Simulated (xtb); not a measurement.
CH₃Cl₃Si (SMILES C[Si](Cl)(Cl)Cl), singlet, at a GFN2-xTB geometry; GFN2-xTB with GBSA(water) (xtb).

Input for xtb:
```
$ xtb mol.xyz --gfn 2 --gbsa water --json

# file mol.xyz
8

C     -2.08539302    -0.43002418     0.05735758
Si    -0.22565362    -0.04653152     0.00620648
Cl     0.68040569    -1.19502435    -1.39062803
Cl     0.06775652     1.90072752    -0.45554951
Cl     0.60976201    -0.42568869     1.80882858
H     -2.26630565    -1.46926637     0.31744164
H     -2.59468576     0.18660249     0.79274175
H     -2.55221147    -0.24599592    -0.90628735
```

The log (banner, timings and long lists left out):

```
   ID    Z sym.   atoms
    1    6 C      1
    2   14 Si     2
    3   17 Cl     3-5
    4    1 H      6-8

           -------------------------------------------------
          |                Calculation Setup                |
           -------------------------------------------------

           -------------------------------------------------
          |                 G F N 2 - x T B                 |
           -------------------------------------------------

      * Solvation model:               GBSA
        Solvent                        water
        Parameter file                 internal GFN2-xTB/GBSA
        Dielectric constant                8.0200E+01
        Reference state                gsolv [1 M gas/solution]
        Free energy shift                  1.8574E-03 Eh       1.1656E+00 kcal/mol
        Temperature                        2.9815E+02 K
        Density                            1.0000E+00 kg/L
        Solvent mass                       1.8000E+01 g/mol
        Interaction kernel             Still
        Born radius scaling (c1)           1.5524E+00
        Born radii integrator          GBOBC
        Born offset                        2.4628E-02 a0       4.6540E-02 AA
        H-bond correction              true
        Ion screening                  false
        Surface tension                    1.0000E-05 Eh       1.5569E+01 dyn/cm
        Grid points                               230 per atom

          ...................................................
          :                      SETUP                      :
          :.................................................:
          :  # basis functions                  47          :
          :  # atomic orbitals                  43          :
          :  # shells                           17          :
          :  # electrons                        32          :
          :  max. iterations                   250          :
          :  Hamiltonian                  GFN2-xTB          :
          :  restarted?                      false          :
          :  GBSA solvation                   true          :
          :  PC potential                    false          :
          :  electronic temp.          300.0000000     K    :
          :  accuracy                    1.0000000          :
          :  -> integral cutoff          0.2500000E+02      :
          :  -> integral neglect         0.1000000E-07      :
          :  -> SCF convergence          0.1000000E-05 Eh   :
          :  -> wf. convergence          0.1000000E-03 e    :
          :  Broyden damping             0.4000000          :
          :  net charge                          0          :
          :  unpaired electrons                  0          :
          ...................................................

 iter      E             dE          RMSdq      gap      omega  full diag
   1    -19.1277280 -0.191277E+02  0.570E+00    7.87       0.0  T
   2    -19.2205121 -0.927841E-01  0.302E+00    6.42       1.0  T
   3    -19.2404342 -0.199221E-01  0.182E+00    7.28       1.0  T
   4    -19.2547255 -0.142913E-01  0.820E-01    6.63       1.0  T
   5    -19.2574243 -0.269888E-02  0.520E-01    6.72       1.0  T
   6    -19.2582261 -0.801707E-03  0.248E-01    6.78       1.0  T
   7    -19.2584248 -0.198727E-03  0.577E-02    6.85       1.0  T
   8    -19.2584245  0.281890E-06  0.464E-02    6.82       1.0  T
   9    -19.2584342 -0.968824E-05  0.210E-02    6.84       1.7  T
  10    -19.2584376 -0.341616E-05  0.274E-03    6.83      12.9  T
  11    -19.2584376  0.121367E-07  0.227E-03    6.84      15.6  T
  12    -19.2584376  0.789490E-08  0.239E-03    6.83      14.8  T
  13    -19.2584376 -0.350707E-07  0.615E-04    6.83      57.5  T
  14    -19.2584376 -0.821345E-09  0.491E-04    6.83      72.0  T

   *** convergence criteria satisfied after 14 iterations ***

         :::::::::::::::::::::::::::::::::::::::::::::::::::::
         ::                     SUMMARY                     ::
         :::::::::::::::::::::::::::::::::::::::::::::::::::::
         :: total energy             -19.174543502099 Eh    ::
         :: total w/o Gsasa/hb       -19.174593906122 Eh    ::
         :: gradient norm              0.008850328228 Eh/a0 ::
         :: HOMO-LUMO gap              6.834847995557 eV    ::
         ::.................................................::
         :: SCC energy               -19.258429310818 Eh    ::
         :: -> isotropic ES            0.035526818861 Eh    ::
         :: -> anisotropic ES         -0.002073950461 Eh    ::
         :: -> anisotropic XC          0.002353502077 Eh    ::
         :: -> dispersion             -0.007434016402 Eh    ::
         :: -> Gsolv                  -0.003455695441 Eh    ::
         ::    -> Gelec               -0.003506099464 Eh    ::
         ::    -> Gsasa               -0.000974502439 Eh    ::
         ::    -> Ghb                 -0.000832536665 Eh    ::
         ::    -> Gshift               0.001857443127 Eh    ::
         :: repulsion energy           0.083885808719 Eh    ::
         :: add. restraining           0.000000000000 Eh    ::
         :: total charge               0.000000000000 e     ::
         :::::::::::::::::::::::::::::::::::::::::::::::::::::

           -------------------------------------------------
          |                Property Printout                |
           -------------------------------------------------

    * Orbital Energies and Occupations

         #    Occupation            Energy/Eh            Energy/eV
      -------------------------------------------------------------
         1        2.0000           -1.0854369             -29.5362
       ...           ...                  ...                  ...
         4        2.0000           -0.7055363             -19.1986
         5        2.0000           -0.5772338             -15.7073
         6        2.0000           -0.4955772             -13.4853
         7        2.0000           -0.4955753             -13.4853
         8        2.0000           -0.4796765             -13.0527
         9        2.0000           -0.4746682             -12.9164
        10        2.0000           -0.4746625             -12.9162
        11        2.0000           -0.4553995             -12.3921
        12        2.0000           -0.4553990             -12.3920
        13        2.0000           -0.4461460             -12.1403
        14        2.0000           -0.4461457             -12.1402
        15        2.0000           -0.4433808             -12.0650
        16        2.0000           -0.4318552             -11.7514 (HOMO)
        17                         -0.1806792              -4.9165 (LUMO)
        18                         -0.1806787              -4.9165
        19                         -0.1664968              -4.5306
        20                         -0.0946882              -2.5766
        21                         -0.0281890              -0.7671
        22                         -0.0281880              -0.7670
        23                         -0.0003688              -0.0100
        24                         -0.0003686              -0.0100
        25                          0.0029978               0.0816
        26                          0.0039408               0.1072
        27                          0.0042875               0.1167
       ...                                ...                  ...
        43                          0.7562062              20.5774
      -------------------------------------------------------------
                  HL-Gap            0.2511760 Eh            6.8348 eV
             Fermi-level           -0.3062672 Eh           -8.3340 eV

     #   Z          covCN         q      C6AA      α(0)
     1   6 C        3.650    -0.218    25.207     7.212
     2  14 Si       3.287     0.579   119.951    22.337
     3  17 Cl       0.813    -0.215   105.840    15.738
     4  17 Cl       0.813    -0.215   105.840    15.738
     5  17 Cl       0.813    -0.215   105.840    15.738
     6   1 H        0.925     0.095     1.835     2.118
     7   1 H        0.925     0.095     1.834     2.118
     8   1 H        0.925     0.095     1.835     2.118

 Mol. C6AA /au·bohr⁶  :       2556.767482
 Mol. C8AA /au·bohr⁸  :     109256.757992
 Mol. α(0) /au        :         83.116941

Wiberg/Mayer (AO) data.
largest (>0.10) Wiberg bond orders for each atom

 ---------------------------------------------------------------------------
     #   Z sym  total        # sym  WBO       # sym  WBO       # sym  WBO
 ---------------------------------------------------------------------------
     1   6 C    3.986 --     6 H    0.966     8 H    0.966     7 H    0.966
                             2 Si   0.931
     2  14 Si   4.192 --     3 Cl   1.068     5 Cl   1.068     4 Cl   1.068
                             1 C    0.931
     3  17 Cl   1.234 --     2 Si   1.068
     4  17 Cl   1.234 --     2 Si   1.068
     5  17 Cl   1.234 --     2 Si   1.068
     6   1 H    0.991 --     1 C    0.966
     7   1 H    0.991 --     1 C    0.966
     8   1 H    0.991 --     1 C    0.966
 ---------------------------------------------------------------------------

Topologies differ in total number of bonds
Writing topology from bond orders to xtbtopo.mol

molecular dipole:
                 x           y           z       tot (Debye)
 q only:       -1.267      -0.261       0.035
   full:       -0.902      -0.186       0.025       2.340
molecular quadrupole (traceless):
                xx          xy          yy          xz          yz          zz
 q only:        5.808       1.836      -2.718      -0.246      -0.050      -3.090
  q+dip:        6.219       1.966      -2.910      -0.263      -0.054      -3.308
   full:        5.606       1.772      -2.624      -0.237      -0.049      -2.983

           -------------------------------------------------
          | TOTAL ENERGY              -19.174543502099 Eh   |
          | GRADIENT NORM               0.008850328228 Eh/α |
          | HOMO-LUMO GAP               6.834847995557 eV   |
           -------------------------------------------------

normal termination of xtb
```
